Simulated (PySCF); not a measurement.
ethoxymethyl(methyl)silane (C₄H₁₂OSi), SMILES CCOC[SiH2]C. Geometry: B3LYP-D3(BJ)/def2-SVP. One conformer was computed; it need not be the lowest.

Computed equilibrium geometry at B3LYP-D3(BJ)/def2-SVP (PySCF confirms it by a frequency run) as bond lengths and angles (one conformer of several):
Atoms: C1 C2 O3 C4 Si5 C6 H7 H8 H9 H10 H11 H12 H13 H14 H15 H16 H17 H18. Bonds (Å): C1–C2 1.516, C1–H7 1.101, C1–H8 1.101, C1–H9 1.101, C2–O3 1.410, C2–H10 1.111, C2–H11 1.109, O3–C4 1.418, C4–Si5 1.912, C4–H12 1.111, C4–H13 1.104, Si5–C6 1.888, Si5–H14 1.494, Si5–H15 1.493, C6–H16 1.102, C6–H17 1.102, C6–H18 1.102. Angles (°): C2–C1–H7 110.4, C2–C1–H8 110.6, C2–C1–H9 110.5, H7–C1–H8 108.6, H7–C1–H9 108.1, H8–C1–H9 108.6, C1–C2–O3 108.6, C1–C2–H10 110.5, C1–C2–H11 110.3, O3–C2–H10 109.9, O3–C2–H11 110.9, H10–C2–H11 106.5, C2–O3–C4 114.5, O3–C4–Si5 113.4, O3–C4–H12 111.2, O3–C4–H13 107.0, Si5–C4–H12 110.8, Si5–C4–H13 108.0, H12–C4–H13 105.9, C4–Si5–C6 109.9, C4–Si5–H14 110.3, C4–Si5–H15 108.5, C6–Si5–H14 109.9, C6–Si5–H15 110.4, H14–Si5–H15 107.8, Si5–C6–H16 111.1, Si5–C6–H17 111.0, Si5–C6–H18 111.0, H16–C6–H17 107.9, H16–C6–H18 107.8, H17–C6–H18 108.0.
